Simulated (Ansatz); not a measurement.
A structure drawn as `[CH3][Al]([F])[I]`, with this starting geometry:

```xyz
7

C    -0.7849    0.3616    0.4471
Al    0.8198   -0.4753   -0.2717
F     1.7251   -1.6077    0.7452
I     1.6752    0.0616   -2.5839
H    -1.2469    1.0675   -0.3673
H    -1.5965   -0.3882    0.6818
H    -0.5917    0.9805    1.3489
```

The species carries charge 0 and has multiplicity 1. I takes the def2 core potential.

(1) Does it keep its bonds when Ansatz relaxes it at PBE-D4/def2-SVP and then PBE0-D4/def2-TZVP?

(2) Give the relaxed structure. (Best estimate.)

Atoms count as bonded under 1.1 times the sum of their covalent radii (H–H under 0.85 Å, pairs among N, O and F under 1.55 Å), and a drawn bond as lost past 1.3 times.

Results:

(1) Yes, every drawn bond is still there and no new one forms.

(2) The calculation gave: 
Z-matrix (Å, degrees):
```
C
Al 1 1.930
H 1 1.091 2 111.9
H 1 1.094 2 110.3 3 120.9
H 1 1.094 2 110.3 3 -121.0
F 2 1.646 1 120.2 3 179.7
I 2 2.463 1 124.1 3 -0.3
```
All modes are real.
